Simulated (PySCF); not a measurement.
SMILES Cl[SiH2]c1cc[c]([Ge]([Cl])([Cl])[Cl])cc1, singlet, GFN2-xTB optimised geometry.

```
18

Si     3.39    -0.38     0.00
Cl     4.08     1.16    -1.08
C      1.49    -0.35    -0.02
C      0.77     0.55    -0.79
C     -0.61     0.55    -0.78
C     -1.30    -0.36     0.00
C     -0.60    -1.27     0.77
C      0.78    -1.27     0.76
Ge    -3.31    -0.36     0.00
Cl    -4.09    -1.37     1.71
Cl    -4.09    -1.34    -1.74
Cl    -4.08     1.63     0.00
H      3.86    -1.63    -0.60
H      3.86    -0.24     1.38
H      1.29     1.27    -1.40
H     -1.16     1.27    -1.39
H     -1.14    -1.99     1.38
H      1.32    -1.98     1.36
```

Density from CAM-B3LYP/def2-SVP (PySCF) at that geometry.

Minimum of the electron density along straight lines between bonded atoms, close to the bond critical point (lines longer than 1.1 times the sum of covalent radii, or with two minima, are not listed):

```tsv
bond	length / Å	ρ at the minimum / e bohr⁻³	∇²ρ there / e bohr⁻⁵	position (fraction from the first atom)
Si1–Cl2	2.012	0.098	0.34	0.37
Si1–C3	1.892	0.115	0.32	0.38
C3–C4	1.392	0.309	-0.78	0.50
C4–C5	1.384	0.315	-0.82	0.50
C5–C6	1.386	0.313	-0.80	0.50
C6–C7	1.386	0.312	-0.80	0.50
C3–C8	1.393	0.308	-0.78	0.50
C7–C8	1.382	0.315	-0.82	0.50
C6–Ge9	2.004	0.123	…	0.53
Ge9–Cl10	2.136	0.104	0.14	0.44
Ge9–Cl11	2.140	0.103	0.14	0.44
Ge9–Cl12	2.137	0.104	0.14	0.44
Si1–H13	1.462	0.120	0.33	0.49
Si1–H14	1.462	0.120	0.33	0.49
C4–H15	1.080	0.286	-1.12	0.64
C5–H16	1.081	0.285	-1.11	0.64
C7–H17	1.081	0.285	-1.11	0.64
C8–H18	1.080	0.285	-1.09	0.63
```

Problem. Some entries are withheld; supply them.

Solution. 
- C6–Ge9, ∇²ρ there / e bohr⁻⁵: -0.02
